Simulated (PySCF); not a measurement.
A PySCF script (with the pyscf-properties extension) for the NMR shieldings of SMILES N[SiH](N)[C@H](F)CCF, C₃H₁₀F₂N₂Si, on a GFN2-xTB geometry:

```python
import basis_set_exchange as bse
import numpy as np
from pyscf import gto, dft
from pyscf.prop import nmr

atoms = """
N    -1.537101    1.113065   -0.940127
Si   -1.157974   -0.468214   -0.369987
N    -2.431850   -1.168985    0.550761
C     0.321250   -0.582844    0.873694
F     0.161541    0.405413    1.854737
C     1.719163   -0.434467    0.289293
C     1.929102    0.885715   -0.436654
F     1.396955    0.843813   -1.706911
H    -0.959315    1.510009   -1.663533
H    -1.797138    1.826126   -0.275384
H    -0.875049   -1.301468   -1.531616
H    -3.359192   -1.162488    0.160787
H    -2.474136   -0.997844    1.542211
H     0.276817   -1.528195    1.425235
H     2.457286   -0.492947    1.093798
H     1.891329   -1.257317   -0.404675
H     2.993684    1.107620   -0.560994
H     1.435872    1.709326    0.087710
"""
names = dict.fromkeys(["N", "Si", "C", "F", "H"], "pcSseg-1")
basis = {el: gto.basis.parse(bse.get_basis(n, elements=[el], fmt="nwchem")) for el, n in names.items()}
mol = gto.M(atom=atoms, basis=basis, charge=0, verbose=0)
mf = dft.RKS(mol, xc="PBE0")
mf.grids.level = 2
mf.grids.alignment = dft.numint.BLKSIZE   # the property module wants whole blocks of grid points
mf.conv_tol = 1e-9
mf.kernel()

calc = nmr.RKS(mf)   # GIAO
C = mf.mo_coeff
Co = C[:, mf.mo_occ > 0]
resp = mf.gen_response(singlet=True, hermi=2)
def vind(x):   # induced exchange potential for any number of trial vectors
    d = np.einsum("pi,xij,qj->xpq", C, 2 * x.reshape(-1, C.shape[1], Co.shape[1]), Co, optimize=True)
    return np.einsum("xpq,pi,qj->xij", resp(d - d.transpose(0, 2, 1)), C, Co, optimize=True).ravel()
mo1, _ = nmr.rhf.solve_mo1(calc, with_cphf=vind)
sigma = calc.kernel(mo1)
for i, s in enumerate(sigma):   # ppm
    w = np.linalg.eigvalsh((s + s.T) / 2)
    print("%2d %-2s iso %8.1f  s11 %8.1f  s22 %8.1f  s33 %8.1f" % (i, mol.atom_pure_symbol(i), w.mean(), *w))
```

Q: What are the results?

A: 
```
 0 N  iso    245.3  s11    207.3  s22    252.5  s33    276.3
 1 Si iso    378.2  s11    339.8  s22    383.4  s33    411.6
 2 N  iso    247.1  s11    217.4  s22    250.6  s33    273.2
 3 C  iso     97.2  s11     59.1  s22     77.6  s33    154.9
 4 F  iso    436.0  s11    391.4  s22    442.6  s33    474.1
 5 C  iso    147.5  s11    138.3  s22    149.7  s33    154.6
 6 C  iso    105.2  s11     65.2  s22     84.6  s33    165.9
 7 F  iso    411.9  s11    362.6  s22    401.7  s33    471.4
 8 H  iso     30.8  s11     22.8  s22     27.8  s33     41.9
 9 H  iso     31.1  s11     25.2  s22     26.7  s33     41.3
10 H  iso     27.1  s11     23.6  s22     25.7  s33     32.0
11 H  iso     31.3  s11     23.9  s22     26.7  s33     43.3
12 H  iso     30.8  s11     23.6  s22     28.3  s33     40.4
13 H  iso     27.0  s11     24.5  s22     26.9  s33     29.6
14 H  iso     29.5  s11     24.6  s22     28.3  s33     35.7
15 H  iso     29.8  s11     26.9  s22     27.5  s33     34.9
16 H  iso     26.9  s11     21.7  s22     27.0  s33     32.0
17 H  iso     26.6  s11     23.6  s22     26.9  s33     29.3
```

These numbers come from an equivalent density-fitted implementation of the same equations, which agrees with the script to about 0.01 ppm for H and up to a few tenths of a ppm for heavy atoms, so last digits may differ.

Q: Turn these shieldings into chemical shifts. Chemical shifts δ = σref − σ; 15N (267.73 ppm) against NH3; 29Si (349.16 ppm) and 13C (186.93 ppm) and 1H (31.72 ppm) against TMS; CFCl3 for 19F (170.95 ppm), all at this level.

A: Averaging equivalent atoms: N 0: 22.4; N 2: 20.6; Si 1: -29.1; C 3: 89.7; C 6: 81.7; C 5: 39.4; F 7: -240.9; F 4: -265.1; H 17: 5.12; H 16: 4.81; H 13: 4.75; H 10: 4.61; H 14: 2.17; H 15: 1.96; H 8/9: 0.77; H 11/12: 0.66 ppm. Unscaled 19F shifts against computed CFCl3 carry errors that often reach 10 to 50 ppm. Experimental scales use liquid or dissolved standards, which lie at an offset from isolated NH3 (liquid NH3: subtract about 20 ppm).

Size and cost of the density-fitted run: 193 basis functions, 70 s wall time on 1 thread of an Arm Neoverse N1, shared host; peak memory 0.85 GiB.
